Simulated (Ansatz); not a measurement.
`N[SiH2][O][GeH3]` + `BCBCl` → `N[SiH2]CBCl` + `B[O][GeH3]`  (redistribution)

Program: Ansatz. Geometries: PBE0-D4/def2-TZVP. ΔE: electronic, gas phase. CCSD(T)/CBS adds triple-zeta CCSD(T) − MP2 to the extrapolated MP2 energy (def2 sets, frozen cores). Functionals use def2-TZVPP. For Ge outer-core shells are correlated without core-valence functions, which leaves a few kJ/mol of doubt a bond. Scalar relativity is left out up to krypton. Each species was taken in one conformer, which may not be the lowest.

```tsv
level	ΔE (kJ/mol)
PBE-D4	-33.6
B2PLYP	-23.5
MP2/def2-TZVPP	-24.8
SCS-MP2/def2-TZVPP	-22.6
CCSD(T)/def2-TZVPP	-25.3
HF/def2-QZVPP	-8.0
SCS-MP2/def2-QZVPP	-20.8
CCSD/CBS(def2)	-19.8
```

Task: What does CCSD(T)/CBS give? (Best estimate.)

Result: Ansatz gave: -22.7 kJ/mol. The listed levels differ from it by -10.9, -0.8, -2.1, 0.1, -2.6, 14.7, 1.9, 2.9 kJ/mol.

Largest T1 diagnostic among the species: 0.013.

From PBE to PBE0 (25 % exact exchange), in def2-TZVPP and without D4, ΔE moves by +4.8 kJ/mol. In def2-TZVPP, CCSD(T) changes the Hartree–Fock value by −16.0 kJ/mol (the triples alone add −2.9 kJ/mol) and MP2 by −15.5 kJ/mol. The D4 term adds −3.3 kJ/mol with B3LYP and −1.8 kJ/mol with PBE0; it sums over pairs of atoms, weighted by their polarisabilities, and B3LYP, whose exchange is more repulsive, gets the larger term.

B3LYP here is the variant with VWN-RPA as its local correlation; programs differ in this.
